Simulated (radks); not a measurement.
The numbers below are computed, except where a source is named.
Q: The nickel ion Ni23+, 5 electrons, occupied as [He] 2s2 2p1 (the NIST ground configuration). Level of theory: scalar-relativistic Kohn-Sham, r2SCAN, spin-unpolarised, spherical densities, finite nucleus; meta-GGA in the generalised Kohn-Sham scheme; Fermi nuclear charge, rms radius 3.7757 fm (a radial shooting solver on a logarithmic mesh with Libxc functionals). Some entries of the table are withheld. Estimate them.

orbital,occ.,eigenvalue (eV),<r> (bohr)
1s,2,-9681.643,(1)
2s,2,(2),0.2260
2p,1,-2053.898,0.1944

A: 
(1) 1s <r> (bohr): 0.05377
(2) 2s eigenvalue (eV): -2148.482
